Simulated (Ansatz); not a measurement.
One change: `B[SiH2]COC` becomes `BBCOC`.

Ansatz, PBE0-D4/def2-TZVP geometries, multiplicity 1. Each molecule was computed in one conformer, which needn't be the lowest.

| property | `B[SiH2]COC` |
| --- | --- |
| LUMO energy (PBE0/def2-TZVPP) / eV | -2.40 |
| LUMO energy (ωB97M-V/def2-TZVPP) / eV | -0.44 |
| HOMO–LUMO gap (PBE0/def2-TZVPP) / eV | 5.15 |
| HOMO–LUMO gap (PBE/def2-TZVPP) / eV | 2.58 |
| HOMO–LUMO gap (ωB97M-V/def2-TZVPP) / eV | 9.52 |
| size of the dipole moment (ωB97M-V/def2-TZVPP) / D | 1.57 |

(1) What does the change do to each property? (Best estimate.)

## Answers

(1) Ansatz gave: 
| property | `BBCOC` | shift |
| --- | --- | --- |
| LUMO energy (PBE0/def2-TZVPP) / eV | -1.70 | 0.70 |
| LUMO energy (ωB97M-V/def2-TZVPP) / eV | 0.20 | 0.64 |
| HOMO–LUMO gap (PBE0/def2-TZVPP) / eV | 5.80 | 0.65 |
| HOMO–LUMO gap (PBE/def2-TZVPP) / eV | 3.22 | 0.64 |
| HOMO–LUMO gap (ωB97M-V/def2-TZVPP) / eV | 10.11 | 0.59 |
| size of the dipole moment (ωB97M-V/def2-TZVPP) / D | 1.52 | -0.05 |

With PBE0 the HOMO rises by 0.05 eV and the LUMO rises by 0.70 eV, so the gap widens by about 0.65 eV. PBE moves the HOMO by 0.06 eV and ωB97M-V by 0.06 eV. Dipoles are sizes alone; their direction can turn.
